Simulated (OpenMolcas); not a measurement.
# Ni3+: moving or changing the point charges

Ni3+ among 8 point charges of -1.6 e arranged as a cube (Oh), 1.86 Å from the ion.
```
   1.0739    1.0739    1.0739  -1.60
   1.0739    1.0739   -1.0739  -1.60
   1.0739   -1.0739    1.0739  -1.60
   1.0739   -1.0739   -1.0739  -1.60
  -1.0739    1.0739    1.0739  -1.60
  -1.0739    1.0739   -1.0739  -1.60
  -1.0739   -1.0739    1.0739  -1.60
  -1.0739   -1.0739   -1.0739  -1.60
```

```
Program             : OpenMolcas 26.06
Method              : CASSCF
Basis               : ANO-RCC-VDZP [5s4p2d1f]
Scalar Hamiltonian  : DKH2, point nucleus
Active space        : 7 electrons in 5 orbitals (3d)
State averaging     : 2S+1 = 4 even, 10 roots; 2S+1 = 2 even, 40 roots
Spin-orbit coupling : state interaction with AMFI integrals over the reference wave functions
```

Runs around this geometry, states (labels of O, the rotations of Oh). Energies in cm-1 above the lowest state or level, χT in cm3 K/mol.

```csv
R (Å),q (e),Ground state,First state of that spin,First gap with spin-orbit (degeneracies),χT at 300 K,First state of another spin
1.86,-0.8,4A2,4T2 1654,"1395 (4, 4)",3.984,2E 22808
1.69,-1.6,4A2,4T2 5086,"4804 (4, 4)",2.742,2E 24286
1.86,-1.6,4A2,4T2 3336,"3053 (4, 4)",3.143,2E 23709
1.95,-1.6,4A2,4T2 2700,"2419 (4, 4)",3.381,2E 23427
```

Taking the first state of the same spin as R^-n, n = -ln(2700 / 5086) / ln(1.95 / 1.69) = 4.4 between the shortest and longest distance.

Scaling the charges by -0.8 / -1.6 = 0.50 scales the first state of the same spin by 1654 / 3336 = 0.50; with fixed orbitals a first-order splitting would follow the charge.

Without dynamic correlation the repulsion within the d shell is too large (B by tens of per cent), so at a given field states of lower spin stand too high. The ground term spreads over less than 5000 cm-1, several times less than with real ligands, so orbital moments are less quenched and χT lies further from the spin-only value than at real sites (holds for R = 1.86, q = -0.8; R = 1.95, q = -1.6). This is an electrostatic model: the charges have no orbitals. No measured value stands beside these numbers.
